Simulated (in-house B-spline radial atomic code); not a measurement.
Results of a calculation; reference values are marked as such.
## Nb5+ at several levels of theory

Ground configuration [Ar] 3d10 4s2 4p6. All numbers come from an all-electron radial atomic-structure program (B-spline basis), all electrons, at the radial basis limit. Mean-field, RPA, GW and linear-response runs are scalar-relativistic (one-electron X2C), no spin-orbit coupling, without Breit or QED terms, open shells spin-polarised at highest spin; the many-body runs on Dirac-Hartree-Fock orbitals are four-component, and their energies hold both.

**Ionisation energy.** The reference is 102.069 ± 0.006 eV (NIST, semi-empirical). It runs between the lowest fine-structure levels, while the runs without spin-orbit coupling give shell averages, so part of their difference is this splitting, and a close match can be a cancellation.

```csv
method,value (eV),minus reference (eV)
minus the highest LDA VWN5 level,94.11,-7.95
minus the highest PBE level,93.98,-8.09
G0W0 on PBE,102.89,+0.82
minus the highest r2SCAN level,94.78,-7.29
minus the highest PBE0 level,96.45,-5.62
G0W0 on PBE0,102.99,+0.92
minus the highest B3LYP (VWN-RPA) level,95.93,-6.14
minus the highest CAM-B3LYP level,97.87,-4.20
minus the highest LC-wPBE level,99.30,-2.77
minus the highest Hartree-Fock level,102.42,+0.35
G0W0 on Hartree-Fock,103.26,+1.20
Dirac-Fock + self-energy with TDHF screening (4p3/2),102.08,+0.01
```

Problem. Which methods come closest, and which lies farthest off?

Solution. Closest: Dirac-Fock + self-energy with TDHF screening (4p3/2) (+0.01 eV) and minus the highest Hartree-Fock level (+0.35 eV). Farthest: minus the highest PBE level (-8.09 eV). The TDHF-screened form was chosen among four for its agreement on 13 closed-shell atoms.

**Static dipole polarisability and C6** of two like species, by linear response (no reference value is at hand):

```json
{"method": "LDA VWN5", "α (bohr³)": "2.275", "C6 (hartree·bohr⁶)": "7.148"}
{"method": "PBE", "α (bohr³)": "2.283", "C6 (hartree·bohr⁶)": "7.19"}
{"method": "PBE0", "α (bohr³)": "2.276", "C6 (hartree·bohr⁶)": "7.163"}
{"method": "B3LYP (VWN-RPA)", "α (bohr³)": "2.28", "C6 (hartree·bohr⁶)": "7.176"}
{"method": "CAM-B3LYP", "α (bohr³)": "2.281", "C6 (hartree·bohr⁶)": "7.179"}
{"method": "LC-wPBE", "α (bohr³)": "2.28", "C6 (hartree·bohr⁶)": "7.179"}
{"method": "TDHF", "α (bohr³)": "2.274", "C6 (hartree·bohr⁶)": "7.166"}
{"method": "relativistic RPA (four-component TDHF)", "α (bohr³)": "2.275", "C6 (hartree·bohr⁶)": "7.168"}
```

Problem. What mean excitation energy do α and C6 imply in London's formula C6 = (3/4) α² ω?

Solution. LDA VWN5: ω = 1.841 hartree; relativistic RPA (four-component TDHF): ω = 1.847 hartree. A method that puts the excitations lower gives a larger α and a smaller ω.

Run times on one thread of shared hosts: mean field, RPA, SOSEX and G0W0 on PBE, 3.7 s (Arm Neoverse N1); TDDFT with PBE, 2.3 s (Arm Neoverse N1); removal energies by the self-energy, 54 s (Arm Neoverse N1).
